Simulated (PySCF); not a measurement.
This PySCF input asks for the NMR shieldings of `CC[Si@H](C[SiH3])CBF`, C4H14BFSi2; the geometry comes from GFN2-xTB.

```python
import basis_set_exchange as bse
import numpy as np
from pyscf import gto, dft
from pyscf.prop import nmr

atoms = """
C     2.398029   -1.414381    0.411305
C     1.738459   -0.442953   -0.559000
Si    0.438503    0.663340    0.291711
C    -0.917436   -0.369753    1.134108
Si   -1.875170   -1.578497    0.016613
C    -0.323858    1.798294   -1.059687
B    -1.430611    2.639512   -0.386990
F    -2.653503    2.139326   -0.278813
H     3.155752   -2.015267   -0.089213
H     1.658931   -2.087388    0.838344
H     2.875204   -0.873960    1.225049
H     2.513022    0.173748   -1.017436
H     1.278307   -1.013085   -1.367840
H     1.114654    1.509247    1.300892
H    -1.638479    0.313967    1.581871
H    -0.477994   -0.930203    1.959300
H    -2.568392   -0.868274   -1.056123
H    -2.850937   -2.309233    0.832530
H    -0.941706   -2.550003   -0.566321
H    -0.712301    1.145545   -1.838562
H     0.477795    2.396340   -1.482879
H    -1.268678    3.693063    0.110292
"""
names = dict.fromkeys(["C", "Si", "B", "F", "H"], "pcSseg-1")
basis = {el: gto.basis.parse(bse.get_basis(n, elements=[el], fmt="nwchem")) for el, n in names.items()}
mol = gto.M(atom=atoms, basis=basis, charge=0, verbose=0)
mf = dft.RKS(mol, xc="PBE0")
mf.grids.level = 2
mf.grids.alignment = dft.numint.BLKSIZE   # the property module wants whole blocks of grid points
mf.conv_tol = 1e-9
mf.kernel()

calc = nmr.RKS(mf)   # GIAO
C = mf.mo_coeff
Co = C[:, mf.mo_occ > 0]
resp = mf.gen_response(singlet=True, hermi=2)
def vind(x):   # induced exchange potential for any number of trial vectors
    d = np.einsum("pi,xij,qj->xpq", C, 2 * x.reshape(-1, C.shape[1], Co.shape[1]), Co, optimize=True)
    return np.einsum("xpq,pi,qj->xij", resp(d - d.transpose(0, 2, 1)), C, Co, optimize=True).ravel()
mo1, _ = nmr.rhf.solve_mo1(calc, with_cphf=vind)
sigma = calc.kernel(mo1)
for i, s in enumerate(sigma):   # ppm
    w = np.linalg.eigvalsh((s + s.T) / 2)
    print("%2d %-2s iso %8.1f  s11 %8.1f  s22 %8.1f  s33 %8.1f" % (i, mol.atom_pure_symbol(i), w.mean(), *w))
```

Q: Give the expected output.

A: 
```
 0 C  iso    176.5  s11    169.7  s22    172.1  s33    187.7
 1 C  iso    175.9  s11    168.0  s22    173.3  s33    186.2
 2 Si iso    368.0  s11    334.7  s22    369.1  s33    400.4
 3 C  iso    198.1  s11    193.4  s22    197.6  s33    203.2
 4 Si iso    428.5  s11    405.8  s22    411.7  s33    467.9
 5 C  iso    168.0  s11    134.3  s22    178.6  s33    191.1
 6 B  iso     45.2  s11    -22.9  s22     68.8  s33     89.8
 7 F  iso    186.6  s11      6.0  s22     67.4  s33    486.4
 8 H  iso     30.3  s11     25.0  s22     27.3  s33     38.5
 9 H  iso     30.8  s11     25.4  s22     31.3  s33     35.7
10 H  iso     30.8  s11     26.3  s22     28.8  s33     37.3
11 H  iso     30.9  s11     25.4  s22     30.0  s33     37.4
12 H  iso     30.8  s11     27.4  s22     29.6  s33     35.5
13 H  iso     27.1  s11     24.3  s22     24.8  s33     32.2
14 H  iso     31.9  s11     27.3  s22     28.9  s33     39.4
15 H  iso     31.8  s11     26.7  s22     29.0  s33     39.5
16 H  iso     27.6  s11     23.7  s22     27.1  s33     32.0
17 H  iso     27.6  s11     24.0  s22     24.9  s33     34.0
18 H  iso     27.8  s11     23.6  s22     27.5  s33     32.4
19 H  iso     30.8  s11     28.0  s22     29.5  s33     35.0
20 H  iso     30.7  s11     26.9  s22     28.5  s33     36.8
21 H  iso     26.2  s11     23.8  s22     24.8  s33     30.1
```

These numbers come from an equivalent density-fitted implementation of the same equations, which agrees with the script to about 0.01 ppm for H and up to a few tenths of a ppm for heavy atoms, so last digits may differ.

Size and cost of the density-fitted run: 220 basis functions, 33 s wall time on 1 thread of an Arm Neoverse V2, shared host; peak memory 1 GiB.
